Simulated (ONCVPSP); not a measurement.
## Pseudopotential generation for rubidium (Rb): ONCV, PW91, scalar-relativistic.

* Element: Rb
* Generator: ONCVPSP 4.0.1
* Type: optimised norm-conserving Vanderbilt (ONCV)
* Functional: PW91
* Relativity: scalar-relativistic
* Frozen core: [Ar] 3d10
* Valence charge: 9
* Reference configuration: 4s2 4p6 5s1
* Partial waves: 4s+5s: rc 2.65 bohr, ncon 3, nbas 7, qcut 4.4 1/bohr, 2 projectors; 4p: rc 2.55 bohr, ncon 4, nbas 8, qcut 5.7 1/bohr, 3 projectors, debl 2.6 Ha; d scattering state at 0.32 Ha: rc 2.45 bohr, ncon 4, nbas 8, qcut 4.6 1/bohr, 1 projector
* Local potential: polynomial inside 1.60 bohr (lpopt 5, dvloc0 0 Ha)
* Core correction: Teter function, fcfact 4.75, rcfact 1.1

Poles of the logarithmic derivatives, all-electron (AE) and pseudo (PS). s: poles at -1.1, 2.1 (AE) and -1.1, 1.9, 3.5 (PS) Ha. p: poles at -0.3, 3.1 (AE) and -0.3, 3.1 (PS) Ha. d: poles at 0.9, 4.5 (AE) and 0.9, 4.6 (PS) Ha. Test radii: s 2.70, p 2.59, d 2.49 bohr.

- Cutoffs needed: 7.0 Ha and 8.7 Ha (the cutoffs (Ha) at which the residual kinetic energy of the hardest occupied pseudo-wave falls to 1 and 0.1 mHa per electron)
- Ghost test: no bound ghost flagged; no localised positive-energy state flagged
- Largest excitation error: -247 meV (all-electron minus pseudo) for 4s1 4p6 5s1, out of 4 test configurations
- rms error of d²Exc/dni dnj: 3.94 mHa without and 0.66 mHa with the model core
